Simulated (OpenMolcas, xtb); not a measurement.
# GeH2O2 (SMILES [OH][Ge][OH]): the vertical energy of the triplet above the singlet, rung by rung

GeH2O2: 5 atoms, total charge 0, spin state singlet. SMILES: `[OH][Ge][OH]`. Geometry: relaxed at PBE0-D4/def2-TZVP. This is one conformer, not always the lowest.

Quantity: the vertical energy of the triplet above the singlet, in eV. The values are calculated.

| level | kind | program | value (eV) | CPU time (all runs) |
| --- | --- | --- | --- | --- |
| GFN0-xTB | semi-empirical | xtb | 3.92 | under 2 s |
| HF/def2-SVPD | Hartree–Fock | OpenMolcas | 2.77 | 26 s |
| SVWN5/def2-SVPD | LDA | OpenMolcas | 4.02 | 57 s |
| revPBE/def2-SVPD | GGA | OpenMolcas | 3.76 | 83 s |
| M06-L/def2-SVPD | meta-GGA | OpenMolcas | 4.03 | 1.7 min |
| B3LYP/def2-SVPD | global hybrid | OpenMolcas | 3.91 | 78 s |

All-electron rows without a relativistic Hamiltonian named are non-relativistic. The values span 2.77 to 4.03 eV. The xTB rows lack spin polarisation, so open shells miss the exchange term that lowers them. Times are those of the runs behind each value, whatever else they computed, on shared processors of several kinds: orders of magnitude only.
